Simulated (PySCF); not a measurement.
Compound: C7H11F.
Geometry (PBE0-D3(BJ)/def2-SVP, Å), atoms numbered from 1 in this order:
```
atom  x, y, z in Å
F1    -0.8007   -2.2486    0.4913
C2    -1.0314   -1.0740   -0.1706
C3    -1.8614   -0.0115    0.5429
C4    -0.9184    1.0328   -0.0871
C5     0.1307   -0.0798   -0.2701
C6     1.1885   -0.1148   -1.3838
C7     2.3029   -0.2735   -0.3282
C8     1.2440   -0.2269    0.7936
H9    -1.4324   -1.3192   -1.1707
H10   -2.9401    0.0413    0.3368
H11   -1.7015   -0.0892    1.6288
H12   -1.2930    1.3990   -1.0561
H13   -0.6246    1.8968    0.5274
H14    1.2398    0.8125   -1.9750
H15    1.0776   -0.9596   -2.0816
H16    2.8592   -1.2199   -0.3892
H17    3.0336    0.5478   -0.3056
H18    1.1623   -1.1473    1.3890
H19    1.3285    0.6297    1.4795
```

The closed-shell ground state was solved at several levels (PySCF, density fitting, gas phase, non-relativistic).

```csv
level,basis functions,HOMO (eV),LUMO (eV),gap (eV),dipole (D)
PBE0/pcSseg-1,191,-8.01,1.48,9.49,1.64
B3LYP/def2-SVPD,251,-7.85,0.48,8.33,1.75
HF/pcSseg-1,191,-11.22,4.31,15.53,1.90
```

**Question.** Estimate the row for B3LYP/pcJ-1, a basis of 326 functions; the other rows only guide the guess.

**Answer.** HOMO -7.79 eV, LUMO 1.20 eV, gap 8.99 eV, dipole 1.64 D.

**Question.** Over all these levels, which gives the widest orbital gap and which the narrowest?

**Answer.** HF/pcSseg-1 (Hartree–Fock, all exact exchange) has the widest, 15.53 eV, and B3LYP/def2-SVPD (global hybrid, 20 % exact exchange) the narrowest, 8.33 eV. Functional and basis both differ between the two, so the spread mixes both effects. The HOMO need not be the same orbital at Hartree–Fock and at DFT levels.

**Question.** How far do the dipole and the HOMO energy spread over the levels?

**Answer.** The dipole runs from 1.64 to 1.90 D (mean 1.73 D) and the HOMO from -11.22 to -7.79 eV.
